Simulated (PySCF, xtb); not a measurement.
C₂H₇AlFN, SMILES C[NH][Al]([CH3])[F]. The values are those of a single conformer.

Harmonic wavenumbers (cm⁻¹) from GFN2-xTB in xtb at its own minimum, in rising order: 60, 82, 106, 146, 165, 231, 247, 491, 530, 603, 614, 743, 799, 1019, 1108, 1124, 1283, 1316, 1416, 1440, 1453, 1490, 1501, 2914, 2938, 2959, 2964, 2974, 3013, 3344.

Task: What does B3LYP-D3(BJ)/def2-SVP (PySCF) give at its own minimum? (An estimate is asked for; the answer gives what the named calculation found.)

Result: 63, 120, 126, 160, 201, 229, 311, 553, 568, 662, 685, 777, 877, 1077, 1139, 1154, 1223, 1387, 1430, 1431, 1455, 1466, 1498, 2978, 3024, 3027, 3089, 3106, 3120, 3566. Paired by order, the mean absolute difference is 54 cm⁻¹ and the zero-point energies are 55.9 and 57.9 kcal/mol.
